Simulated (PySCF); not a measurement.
Magnetic susceptibility: `InChI=1S/C4H13BOSi/c1-4-7(2,3)6-5/h4-5H2,1-3H3`

Geometry (Å), atoms numbered from 1 in this order:
```xyz
20

B    -1.1613   -1.6752   -1.7654
O    -0.5983   -0.5868   -1.2914
Si   -0.2629    0.4809   -0.1011
C    -0.5630    2.1973   -0.8659
C    -1.3655    0.2225    1.4359
C     1.5821    0.1935    0.3144
C     1.8830   -1.2234    0.7976
H    -1.8907   -2.3221   -1.0978
H    -0.9210   -1.9912   -2.8752
H    -0.3387    2.9864   -0.1559
H     0.0583    2.3572   -1.7419
H    -1.5975    2.3174   -1.1740
H    -1.3143   -0.8047    1.7865
H    -1.0745    0.8656    2.2608
H    -2.4074    0.4338    1.2101
H     2.1891    0.3953   -0.5701
H     1.9052    0.9042    1.0760
H     2.9499   -1.3558    0.9705
H     1.3602   -1.4324    1.7279
H     1.5623   -1.9522    0.0560
```

Method: GIAO BHandHLYP/MINI magnetisability, rotational g tensor and spin-rotation constants, non-relativistic, gas phase in PySCF. Geometry: GFN2-xTB.

Q: How diamagnetic is it, and how anisotropic?

A: Isotropic -1676 × 10⁻³⁰ J/T², or -100.9 × 10⁻⁶ cm³/mol; principal values -1782, -1676, -1570 × 10⁻³⁰ J/T², anisotropy 184 × 10⁻³⁰ J/T² (root of half the summed squared differences of the principal values). The susceptibility is in cgs units.

Q: Split it along the inertial axes a, b, c into diamagnetic and paramagnetic parts about the centre of mass, with the quadrupole moment.

A: 
| axis | χ (10⁻⁶ cm³/mol) | diamagnetic (10⁻⁶ cm³/mol) | paramagnetic (10⁻⁶ cm³/mol) | summed x² of all electrons (Å²) | quadrupole Θ (D Å) |
| --- | --- | --- | --- | --- | --- |
| a | -105.6 | -772.1 | 666.5 | 132.4 | +4.25 |
| b | -96.1 | -862.3 | 766.2 | 111.1 | -5.97 |
| c | -101.1 | -1032.9 | 931.8 | 70.9 | +1.72 |

Anisotropies 2χaa − χbb − χcc = -14.0 and 2χbb − χaa − χcc = +14.4 × 10⁻⁶ cm³/mol. Θ is traceless in Buckingham's convention.

Q: And the rotational g tensor?

A: 
| axis | rotational constant (GHz) | g | nuclear part | electronic part |
| --- | --- | --- | --- | --- |
| a | 2.0147 | -0.0131 | 0.6177 | -0.6309 |
| b | 1.7838 | -0.0145 | 0.6276 | -0.6421 |
| c | 1.4082 | -0.0112 | 0.6053 | -0.6165 |

Asymmetric top; isotopes 11B, 12C, 1H, 16O, 28Si; no vibrational averaging.
